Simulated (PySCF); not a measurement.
First hyperpolarisability: p-isopropenylanisole, C₁₀H₁₂O

Geometry:
| atom | x (Å) | y (Å) | z (Å) |
| --- | --- | --- | --- |
| C1 | -3.754 | -1.117 | 0.869 |
| C2 | -3.092 | -0.078 | 0.335 |
| C3 | -3.843 | 1.072 | -0.273 |
| C4 | -1.611 | -0.006 | 0.331 |
| C5 | -0.818 | -1.160 | 0.382 |
| C6 | 0.573 | -1.102 | 0.396 |
| C7 | 1.220 | 0.139 | 0.351 |
| O8 | 2.558 | 0.305 | 0.358 |
| C9 | 3.377 | -0.826 | 0.433 |
| C10 | 0.446 | 1.303 | 0.280 |
| C11 | -0.938 | 1.227 | 0.264 |
| H12 | -3.238 | -1.942 | 1.366 |
| H13 | -4.845 | -1.163 | 0.839 |
| H14 | -4.920 | 0.859 | -0.320 |
| H15 | -3.483 | 1.294 | -1.290 |
| H16 | -3.714 | 1.993 | 0.320 |
| H17 | -1.299 | -2.140 | 0.388 |
| H18 | 1.143 | -2.031 | 0.428 |
| H19 | 4.414 | -0.465 | 0.438 |
| H20 | 3.238 | -1.494 | -0.436 |
| H21 | 3.197 | -1.405 | 1.356 |
| H22 | 0.961 | 2.265 | 0.238 |
| H23 | -1.509 | 2.156 | 0.212 |

Computed, not measured: PySCF, quadratic response CAM-B3LYP/def2-SVPD first hyperpolarisability, Taylor convention, gas phase. Geometry: PBE0-D3(BJ)/def2-SVP.

(1) Give β for the processes computed.

(2) Which lowest excitations, dipole and polarisabilities go with it?

Answers

(1) In au, Taylor convention; the vector part is βᵢ = ⅓ Σⱼ (βᵢⱼⱼ + βⱼᵢⱼ + βⱼⱼᵢ); β∥ is 3/5 of the vector part along the dipole, the dipole points from − to +:
| process | λ (nm) | β vector norm | β∥ | β HRS | depolarisation ratio |
| --- | --- | --- | --- | --- | --- |
| static β(0;0,0) | ∞ | 561.7 | 188.1 | 240.3 | 4.51 |
| second harmonic β(−2ω;ω,ω) | 1907 | 612.3 | 206.6 | 261.4 | 4.54 |
| Pockels β(−ω;ω,0) | 1907 | 577.8 | 194.0 | – | – |
| second harmonic β(−2ω;ω,ω) | 1064 | 756.3 | 259.7 | 321.6 | 4.60 |
| Pockels β(−ω;ω,0) | 1064 | 616.1 | 208.1 | – | – |

(2) S1 4.83 eV (f = 0.099); S2 5.05 eV (f = 0.332); S3 6.08 eV (f = 0.008); dipole 1.17 D; isotropic α 127.7 au static, 128.3 au at 1907 nm, 129.6 au at 1064 nm, 130.1 au at 953.5 nm, 136.3 au at 532 nm.
